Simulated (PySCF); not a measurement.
## Computed structure and properties of [Cs4]+

System: [Cs4]+ (doublet); start: released along the symmetry-breaking force (D4h). Method: PySCF 2.14.0, UKS BP86, Cs def2-SVP with ECP46; non-relativistic Hamiltonian with scalar-relativistic core potentials where named; density fitting; no spin-orbit coupling.

Input of the relaxation:

```python
mol = gto.M(atom='''
Cs     3.66172     0.00001    -0.00000
Cs    -0.00001     3.66172    -0.00000
Cs    -3.66172    -0.00001     0.00000
Cs     0.00001    -3.66172     0.00000''',
    basis={'Cs': 'def2-SVP'},
    ecp={'Cs': 'def2-SVP'},
    charge=1, spin=1)
mf = dft.UKS(mol, xc='B88,P86')
mf.grids.atom_grid = (50, 194)
mf = mf.density_fit()  # fitting sets: Cs def2-universal-JKFIT
mf.conv_tol = 1e-08; mf.max_cycle = 55
mf.kernel(dm0)  # dm0: converged density of the start geometry
# quasi-Newton relaxation in Cartesian coordinates to a largest gradient under 0.00045 Eh/bohr
```

Run from Python with OMP_NUM_THREADS=2; the lines above give its settings. Where DIIS fails, smearing, a level shift and second-order steps follow.
It took 24 s on 2 threads of Arm Neoverse V1, with other jobs on the host, from the converged density of the start.

Course of the relaxation:

```tsv
step	energy above end (eV)	largest force component within the symmetry (eV/Å)
0	0.0683	0.112
1	0.0635	0.108
2	0.0126	0.032
3	0.0076	0.031
4	0.0073	0.031
5	0.0041	0.026
6	0.0013	0.015
7	0.0002	0.007
8	0.0000	0.002
```

Relaxed geometry (D2h):

```xyz
4

Cs    3.8030   -0.3324    0.0000
Cs   -0.3324    3.8027    0.0000
Cs   -3.8045    0.3339    0.0000
Cs    0.3339   -3.8042    0.0000
```

```json
{"contact": "Cs4–Cs1", "Å": "4.908"}
{"contact": "Cs3–Cs2", "Å": "4.908"}
{"contact": "Cs2–Cs1", "Å": "5.848"}
{"contact": "Cs4–Cs3", "Å": "5.852"}
{"contact": "Cs4–Cs2", "Å": "7.636"}
{"contact": "Cs3–Cs1", "Å": "7.637"}
```

On the finer grid (75, 302):

```
HOMO                                                          : -4.73 eV
LUMO                                                          : -4.36 eV
Dipole about the centre of mass                               : 0.00 D
Spin squared                                                  : 0.776
Set of Mulliken populations of Cs1 outside the core potential : s 2.63, p 6.08, d 0.04
D3(BJ) dispersion energy (not in the energies)                : -0.161 eV
```

```tsv
atom	Mulliken (e)	Löwdin (e)	spin (e)
Cs1	0.25	0.25	0.25
Cs2	0.25	0.25	0.25
Cs3	0.25	0.25	0.25
Cs4	0.25	0.25	0.25
```

On the grid (50, 194), as all that follows. Harmonic modes: a minimum within the noise of the softest modes; lowest -18 cm⁻¹ (negative: unstable), highest 36 cm⁻¹, zero-point energy 0.005 eV.

One start shape was tried, so this needn't be the lowest isomer.

Open shells may have lower solutions than the one found.
